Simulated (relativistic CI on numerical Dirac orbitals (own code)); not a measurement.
Calculated at this level of theory: Dirac-Coulomb-Breit CI, separate exchange-only KLI orbitals for each configuration, model QED (radiative potential, 1s self-energy scaled to tabulated hydrogen-like ionisation energies), unscaled Slater integrals (own radial code, finite nucleus).

The strongest absorption lines from the ground level of an ion, among the configurations computed and to levels below about 11600 eV (vacuum wavelength in nm, gf): 0.10731 (0.24), 0.13797 (0.24), 0.13809 (0.33), 0.13859 (0.14), 0.14014 (1.1), 0.14275 (0.42), 1.0347 (0.29), 1.0364 (0.16).

Which ion is it?
A. Ho60+
B. Ir72+
C. Ho62+
D. La52+

C. Ho62+ has 5 electrons and the ground level 2s2 2p 2P°_1/2; the strongest line goes to 2s2 3d 2D_3/2. The pattern of lines fixes the number of electrons, and along that sequence the line energies rise steadily with the charge (about as its square where n changes within one kind of shell, about linearly where n is kept but much faster in heavy ions where fine structure, which grows about as Z⁴, sets the gap, and irregularly where shells cross), which fixes Z. Configurations outside the model, such as inner-shell arrays, can give stronger lines. At this charge energies of transitions that change n are usually good to better than 1 %, and those within a shell (Δn = 0) to a few per cent.

LS names give the leading component of a level, which can be under half, so a name can repeat, a term be missing and a line seem to break the LS rules.
